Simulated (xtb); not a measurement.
xtb input (GFN1-xTB):

```bash
xtb mol.xyz --gfn 1 --opt tight --chrg 0 --uhf 0
```
mol.xyz:
```
5

Cl    -0.10027180     2.02917779    -0.08542590
Ge     0.00097550    -0.04879162     0.43339453
Cl    -1.68891832    -1.04833853    -0.42831736
Cl     1.78709573    -0.87608431    -0.41674893
H      0.00438857    -0.21950228     1.94974221
```

End of the output:

```
   1 H   32 Ge          1     1.4609630     1.4609630     1.4609630
  17 Cl  32 Ge          3     2.1195997     2.1195997     2.1195997

optimized geometry written to: xtbopt.xyz

           -------------------------------------------------
          | TOTAL ENERGY              -15.124917943554 Eh   |
          | GRADIENT NORM               0.000429640378 Eh/α |
          | HOMO-LUMO GAP               6.830225387390 eV   |
           -------------------------------------------------

------------------------------------------------------------------------
------------------------------------------------------------------------
 total:
 SCF:
 ANC optimizer:
```
